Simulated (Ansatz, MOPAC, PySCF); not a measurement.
The molecule CoB, closed-shell singlet (lowest of 2S+1 = 1, 3, 5 at CCSD(T)/def2-TZVPP on PBE0 minima; our sources give no spin for the ground state, which may be another). No spin–orbit coupling. Co is treated without relativity. The T1 diagnostic near the minimum is 0.052, so single-reference values are doubtful.

Seven points along R, fitted to fifth degree in 1/R; most abundant isotopes. Runs in def2 and cc sets follow the lowest solution found near the PBE0 minimum. The singlet is held restricted.

Programs: Ansatz (a program for electronic structure) with Gaussian orbitals; MOPAC for PM6 (differences of heats of formation); PySCF for LANL2DZ rows. Each number belongs to the level named beside it.

```
level                 r_e (Å)  ω_e (cm⁻¹)  α_e (cm⁻¹)  B_e (cm⁻¹)  dipole (D)
--------------------  -------  ----------  ----------  ----------  ----------
PM6                     1.506         742      0.0042       0.801           -
SVWN5/def2-TZVPP        1.576         947      0.0056       0.732        3.15
PBE/def2-TZVPP          1.608         893      0.0055       0.703        3.06
r2SCAN/def2-TZVPP       1.587         916      0.0054       0.721        3.45
B97M-V/def2-TZVPP       1.596         885      0.0062       0.713        3.19
B3LYP/LANL2DZ           1.622         938      0.0054       0.691        3.74
B3LYP/def2-TZVPP        1.572         958      0.0055       0.736        3.45
PBE0/def2-TZVPP         1.562         983      0.0053       0.745        3.58
BHLYP/def2-TZVPP        1.529        1040      0.0051       0.777        3.53
CAM-B3LYP/def2-TZVPP    1.550        1012      0.0052       0.757        3.47
wB97X-V/def2-TZVPP      1.553        1021      0.0050       0.753        3.61
wB97M-V/def2-TZVPP      1.553        1017      0.0050       0.754        3.47
```

Rows in LANL2DZ carry no dispersion term and start afresh at each structure. LANL2DZ brings its own core potentials from Na on. The state that PM6 reach isn't checked.
